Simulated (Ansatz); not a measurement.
Ge₂O. Charge 0, multiplicity 1. Geometry r2SCAN-D4/def2-TZVP; atoms count from 1.

```xyz
3

Ge   -0.321   -0.520   -1.169
Ge   -0.328    1.009    0.784
O     0.649   -0.489    0.385
```

The structure comes from a short search, and lower isomers may exist.

(1) Estimate the Mulliken populations from the PBE0/def2-TZVP orbitals of Ansatz.

(2) And the Mayer bond orders between heavy atoms (over 0.3)?

Results:

(1) 
```json
{"atom": "Ge1", "charge (e)": "0.23"}
{"atom": "Ge2", "charge (e)": "0.23"}
{"atom": "O3", "charge (e)": "-0.45"}
```
Mulliken values depend strongly on the basis.

(2) Ge1–Ge2 1.11 (2.48 Å); Ge1–O3 1.04 (1.83 Å); Ge2–O3 1.04 (1.83 Å).
